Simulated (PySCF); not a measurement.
This script is equivalent to a calculation on I⁺ (iodine, charge +1).

```python
from pyscf import gto, scf, dft, mp, cc
import basis_set_exchange as bse
txt = bse.get_basis("def2-TZVPPD", elements=["I"], fmt="nwchem", header=False)
cut = txt.index("\nECP")
mol = gto.M(atom="I 0 0 0", charge=1, spin=2, symmetry="D2h",
            basis=gto.basis.parse(txt[:cut]),
            ecp={"I": gto.basis.parse_ecp(txt[cut:])})
mf = scf.UHF(mol)
mf.irrep_nelec = {'Ag': (4, 4), 'B1g': (1, 1), 'B2g': (1, 1), 'B3g': (1, 1), 'B1u': (2, 1), 'B2u': (2, 2), 'B3u': (2, 1)}
mf.kernel()
```

(1) What total energy does it give?

(2) Which occupied shell lies highest, and where?

(3) What is ⟨S²⟩, and what would a pure spin state give?

Energies and moments cover only the electrons outside the core potential.

## Answers

(1) -296.30773 hartree (calculated).

(2) 5p β, at -18.379 eV.

(3) 2.010, against 2.00.
